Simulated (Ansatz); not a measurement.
Reaction (ligand exchange at a B–N bond): `BN(C)[SiH2]Cl` + `[NH2][AlH2]` → `B[NH][AlH2]` + `CN[SiH2]Cl`

Computed with Ansatz on PBE0-D4/def2-TZVP structures; ΔE is electronic, products minus reactants. CCSD(T)/CBS is the MP2 limit (def2-TZVPP, def2-QZVPP) plus CCSD(T) − MP2 in def2-TZVPP, frozen cores. This one scheme is used for every species. DFT in def2-TZVPP. B3LYP here is the variant with VWN-RPA as its local correlation; programs differ in this. HSE06 is defined as in plane-wave codes. One conformer a species, not always the lowest.

| level | ΔE (kJ/mol) | difference from CCSD(T)/CBS |
| --- | --- | --- |
| LDA (SPW92) | 15.8 | 3.2 |
| revPBE-D4 | 12.4 | -0.2 |
| BLYP-D4 | 12.3 | -0.3 |
| r2SCAN-D4 | 11.0 | -1.6 |
| PBE0-D4 | 9.5 | -3.1 |
| B3LYP-D4 | 10.2 | -2.4 |
| r2SCANh-D4 | 10.2 | -2.4 |
| r2SCAN0-D4 | 9.2 | -3.4 |
| HSE06-D4 | 9.3 | -3.3 |
| BHLYP-D4 | 7.9 | -4.7 |
| CAM-B3LYP-D4 | 9.8 | -2.8 |
| ωB97X-V | 9.3 | -3.3 |
| ωB97M-V | 10.2 | -2.4 |
| PBE-QIDH | 9.2 | -3.4 |
| PBE | 8.8 | -3.8 |
| revPBE | 5.3 | -7.3 |
| BLYP | 6.2 | -6.4 |
| r2SCAN | 10.1 | -2.5 |
| PBE0 | 6.9 | -5.7 |
| B3LYP | 5.4 | -7.2 |
| r2SCANh | 9.3 | -3.3 |
| r2SCAN0 | 8.2 | -4.4 |
| HSE06 | 6.8 | -5.8 |
| BHLYP | 4.2 | -8.4 |
| CAM-B3LYP | 7.0 | -5.6 |
| LC-ωPBE | 7.5 | -5.1 |
| RPA@PBE/def2-TZVPP | 11.9 | -0.7 |
| HF/def2-SVP | -4.3 | -16.9 |
| MP2/def2-SVP | 10.0 | -2.6 |
| HF/def2-TZVPP | -1.3 | -13.9 |
| MP2/def2-TZVPP | 13.5 | 0.9 |
| SCS-MP2/def2-TZVPP | 11.1 | -1.5 |
| CCSD/def2-TZVPP | 10.3 | -2.3 |
| CCSD(T)/def2-TZVPP | 12.4 | -0.2 |
| HF/def2-QZVPP | -1.2 | -13.8 |
| MP2/def2-QZVPP | 13.6 | 1.0 |
| SCS-MP2/def2-QZVPP | 11.2 | -1.4 |
| HF/CBS(def2) | -1.2 | -13.8 |
| MP2/CBS(def2) | 13.7 | 1.1 |
| CCSD/CBS(def2) | 10.5 | -2.1 |
| CCSD(T)/CBS | 12.6 | 0 |

Largest T1 diagnostic among the species: 0.012.

In def2-TZVPP, CCSD(T) changes the Hartree–Fock value by +13.7 kJ/mol (the triples alone add +2.1 kJ/mol) and MP2 by +14.8 kJ/mol. The D4 term adds +4.7 kJ/mol with B3LYP and +2.6 kJ/mol with PBE0; it sums over pairs of atoms, weighted by their polarisabilities, and B3LYP, whose exchange is more repulsive, gets the larger term.
